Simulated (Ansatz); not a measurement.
System: MoF3, net charge 0, quartet state. The spin state was set by rule; other spins were not relaxed. 
Coordinates optimised at B3LYP-D3(BJ)/def2-TZVP (Ansatz, a program for electronic structure):
```xyz
4

Mo     0.0000     0.0000     0.0000
F      1.8038    -0.3469    -0.3084
F     -0.7840    -0.5087     1.6111
F     -1.0197     0.8556    -1.3027
```
Charge 0, spin multiplicity 4.

Wanted: atomisation energy (electronic, to ground-state atoms), in kJ/mol. Cores are frozen in the correlated levels unless marked. UHF or UKS for open shells. Spin-orbit coupling is left out. The frozen core is the preceding noble-gas configuration, with the filled d and f shells of earlier blocks. Past Kr the def2 sets carry scalar-relativistic core potentials. The coupled-cluster limit lacks core correlation, which all-electron functionals hold. CBS marks a two-point X^-3 extrapolation of the correlation energy; Hartree-Fock from the larger set. The bracket is a focal-point correction in the basis named.

```csv
level,program,atomisation energy (kJ/mol),minus last row
HF/def2-SVP,Ansatz,889.0,-621.5
HF/def2-QZVPP,Ansatz,913.7,-596.8
revPBE-D3(BJ)/def2-TZVPD,Ansatz + dftd3,1528.3,17.8
B3LYP/def2-TZVPD,Ansatz,1518.5,8.0
PBE0/def2-QZVPP,Ansatz,1482.8,-27.7
BHLYP/def2-TZVPD,Ansatz,1382.5,-128.0
r2SCANh-D4/def2-TZVPD,Ansatz + dftd4,1466.3,-44.2
LC-wPBE/def2-TZVPD,Ansatz,1531.5,21.0
RI-MP2/def2-TZVPPD,Ansatz,1539.7,29.2
"RI-MP2/CBS(def2-TZVPP,def2-QZVPP)+[CCSD(T)-MP2]/def2-TZVPP",Ansatz,1510.5,0.0
```
